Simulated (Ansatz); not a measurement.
Reaction (SMILES): O[Si](O)(O)Cl [chloro(trihydroxy)silane] -> [O][Si](O)(O)Cl + H atom (the H-O bond at the site shown breaks; other sites are not compared here)
Structures are relaxed separately at B3LYP-D3(BJ)/def2-TZVP in Ansatz (a first-principles code), one conformer each, not searched for the lowest.

Quantity: bond dissociation energy (electronic energy difference), in kJ/mol. Valence correlation only, unless marked. UHF or UKS for open shells. Spin-orbit coupling is left out. Non-relativistic. CBS(X,Y): correlation extrapolated as X^-3; Hartree-Fock from the larger set. The bracket is a focal-point correction in the basis named.

```
level                                                                 program  bond dissociation energy (kJ/mol)
-------------------------------------------------------------  --------------  ---------------------------------
B97M-V/def2-TZVPD                                                      Ansatz                                ___
PBE0-D3(BJ)/def2-TZVP                                          Ansatz + dftd3                              513.2
SCS-MP2/cc-pV(D+d)Z                                                    Ansatz                              514.0
RI-MP2/CBS(cc-pV(T+d)Z,cc-pV(Q+d)Z)+[CCSD(T)-MP2]/cc-pV(T+d)Z          Ansatz                              545.6
```

Complete the blanks.


- B97M-V/def2-TZVPD, bond dissociation energy (kJ/mol): 510.8
